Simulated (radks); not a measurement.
Results of a calculation; reference values are marked as such.
Species: Rh3+. Configuration: [Kr] 4d5.5 5p0.5 (fractional occupations, a model configuration).

Level of theory: Dirac Kohn-Sham, PBE, spin-unpolarised, spherical densities, point nucleus; open shells are shared between the two j in proportion to 2j + 1 (a radial shooting solver on a logarithmic mesh with Libxc functionals).

Energy parts (eV):
part                       energy
total                 -130138.947
kinetic                135683.745
electron-nucleus      -313420.061
Hartree                 51338.747
exchange-correlation    -3741.378

Orbitals (lengths in bohr, moments of r in powers of bohr; <r^-3> diverges for s and p1/2):
orbital      occ.  eigenvalue (eV)  <r^-3>
1s1/2           2        -23066.69       -
2s1/2           2        -3378.123       -
2p1/2           2        -3130.607       -
2p3/2           4        -2985.996    3021
3s1/2           2        -636.7975       -
3p1/2           2        -539.9571       -
3p3/2           4        -515.0669   527.9
3d3/2           4        -343.7150   79.68
3d5/2           6        -338.8046   75.40
4s1/2           2        -121.5913       -
4p1/2           2         -91.7995       -
4p3/2           4         -87.7443   86.19
4d3/2         2.2         -42.3460   8.458
4d5/2         3.3         -41.8372   7.959
5p1/2    0.166667         -24.1147       -
5p3/2    0.333333         -23.5567   11.94

The highest occupied level is 5p3/2 at -23.557 eV. The density falls to 0.001 e/bohr^3 at r = 3.59 bohr. Summed over all electrons, <r^2> = 29.20 bohr^2, which gives a Langevin (diamagnetic) susceptibility term of -23.1 x 10^-6 cm^3/mol.
